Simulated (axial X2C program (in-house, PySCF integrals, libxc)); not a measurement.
**Spin–orbit effects down a group: molecules with Br, CCSD(T)**

Computed with an in-house all-electron X2C program for linear molecules (integrals from PySCF), spin-free (one-electron X2C) or two-component (2c: spin–orbit coupling with atomic mean-field Coulomb and Gaunt terms, which also bring small scalar terms), in Dyall basis sets with cores contracted in-house; open shells are unrestricted.

Basis sets: Br dyall-cv3z, Ge dyall-cv3z, Si dyall-v3z, Sn dyall-cv3z. Frozen shells (counts by l): SiBr Br 3s2p1d, Si 2s1p, 11 electrons correlated; GeBr Br 3s2p1d, Ge 3s2p1d, 11 electrons correlated; SnBr Sn 4s3p1d, Br 3s2p1d, 21 electrons correlated. Coupled cluster in natural virtuals with an MP2 remainder. Where the outer core of a metal is frozen, bonds come out longer and ionisation energies lower. Frozen cores can differ along the series, which adds to the trend.

```tsv
molecule	spin-free state	Re (Å)	ωe (cm⁻¹)	De (eV)	2c state	Re 2c (Å)	ωe 2c (cm⁻¹)	De 2c (eV)
SiBr	M_S = 1/2, Λ = 1	2.242	420.2	3.62	Ω = 1/2	2.242	420.6	3.50
GeBr	M_S = 1/2, Λ = 1	2.337	291.9	3.41	Ω = 1/2	2.338	291.7	n/a
SnBr	M_S = 1/2, Λ = 1	2.516	244.8	n/a	Ω = 1/2	2.520	243.2	n/a
```

Each entry is the lowest single determinant of a limited PBE0 search at one distance. De goes to single-determinant-based atoms at the same level (for ions the charge split of lowest energy) and is withheld (n/a) where an atom does not fit its ground term or J level. Main or longest-lived isotopes. Some light 2c atoms are not at their ground J level, so De misses part of their lowering (0.04 eV or less).
